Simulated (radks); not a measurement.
Question: Species: Zn II. Configuration: [Ar] 3d10 4s1 (the NIST ground configuration). All-electron calculation, Dirac Kohn-Sham, PBE, spin-unpolarised, spherical densities, finite nucleus; Fermi nuclear charge, rms radius 3.9283 fm. Program: a radial shooting solver on a logarithmic mesh with Libxc functionals. Some entries of the table are withheld. Estimate them.

orbital,occ.,eigenvalue (eV),<r> (bohr),<1/r> (bohr^-1)
1s1/2,2,(1),0.05031,30.23
2s1/2,2,-1167.408,0.2260,6.621
2p1/2,2,-1029.202,0.1959,(2)
2p3/2,4,-1005.327,0.1993,(3)
3s1/2,2,-138.8605,0.6812,2.095
3p1/2,2,-95.1206,0.7064,(4)
3p3/2,4,-92.0612,0.7172,(5)
3d3/2,4,(6),0.8924,(7)
3d5/2,6,(8),0.9000,(9)
4s1/2,1,-13.9968,2.401,0.5408
4p1/2,0,-7.8601,3.128,0.4090
4p3/2,0,-7.7371,3.168,0.4032

Answer: 
(1) 1s1/2 eigenvalue (eV): -9532.786
(2) 2p1/2 <1/r> (bohr^-1): 6.578
(3) 2p3/2 <1/r> (bohr^-1): 6.421
(4) 3p1/2 <1/r> (bohr^-1): 1.961
(5) 3p3/2 <1/r> (bohr^-1): 1.923
(6) 3d3/2 eigenvalue (eV): -19.9750
(7) 3d3/2 <1/r> (bohr^-1): 1.526
(8) 3d5/2 eigenvalue (eV): -19.6159
(9) 3d5/2 <1/r> (bohr^-1): 1.514
